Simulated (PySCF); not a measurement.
Ti (titanium, neutral): UHF calculation

Configuration: [Ar] 3d1 4s2 4p1, one real determinant (an excited configuration). All numbers are calculated (PySCF 2.14, the non-relativistic Hamiltonian (point nucleus), in def2-QZVPPD).

```
Total energy                                                  : -848.239459 hartree
One-electron energy                                           : -1157.5953 hartree
Hartree (Coulomb) energy                                      : 350.1595 hartree
Exchange energy                                               : -40.8036 hartree
Kinetic energy                                                : 848.11378 hartree
⟨S²⟩                                                          : 2.1135
⟨L²⟩                                                          : 8.403
Sum of ⟨r⟩                                                    : 23.11 bohr
Sum of ⟨r²⟩                                                   : 59.42 bohr²
Traceless quadrupole moment −½Σ⟨3z² − r²⟩ along its main axis : -7.96 e·bohr²
Density at the nucleus (Gaussians lack the cusp)              : 7090 bohr⁻³
Spin density at the nucleus                                   : -0.248 bohr⁻³
Langevin diamagnetic susceptibility                           : -47.1 ×10⁻⁶ cm³/mol
```

| shell | electrons | mean orbital energy (hartree) | spread (hartree) | rms radius, mean of both spins (bohr) |
| --- | --- | --- | --- | --- |
| 1s α | 1 | -183.53949 | 0 | 0.0812 |
| 1s β | 1 | -183.53826 | 0 | 0.0812 |
| 2s α | 1 | -21.73102 | 0 | 0.353 |
| 2s β | 1 | -21.70983 | 0 | 0.353 |
| 2p α | 3 | -18.09576 | 0.00093 | 0.321 |
| 2p β | 3 | -18.07321 | 0.02102 | 0.321 |
| 3s α | 1 | -3.16208 | 0 | 1.07 |
| 3s β | 1 | -3.08634 | 0 | 1.07 |
| 3p α | 3 | -2.07341 | 0.03745 | 1.16 |
| 3p β | 3 | -1.97969 | 0.04895 | 1.16 |
| 3d α | 1 | -0.65829 | 0 | 1.48 |
| 4s α | 1 | -0.33752 | 0 | 3.53 |
| 4s β | 1 | -0.27460 | 0 | 3.53 |
| 4p α | 1 | -0.17984 | 0 | 4.60 |

⟨L²⟩ = 8.40 against 12 for a pure F term, so this real determinant mixes terms. ⟨S²⟩ = 2.11 against 2.00 shows spin contamination.

Spin-orbit constants ζ (cm⁻¹) from the X2C one-electron operator on these orbitals (non-relativistic here): bare nucleus, nucleus screened by l(l+1)(2l+1)/3 electrons, and screened by the Breit-Pauli mean field of the electrons.

| shell | bare | screened nucleus | mean field |
| --- | --- | --- | --- |
| 2p | 32390 | 29450 | 28080 |
| 3p | 3573 | 3248 | 3073 |
| 3d | 301.4 | 164.4 | 143.1 |
| 4p | 169.2 | 153.8 | 144.1 |

To first order the Landé constant is A = 71.70 cm⁻¹, so the lowest level has J = 2 and lies 0.0356 eV below the centre of the term. This holds in LS coupling only.
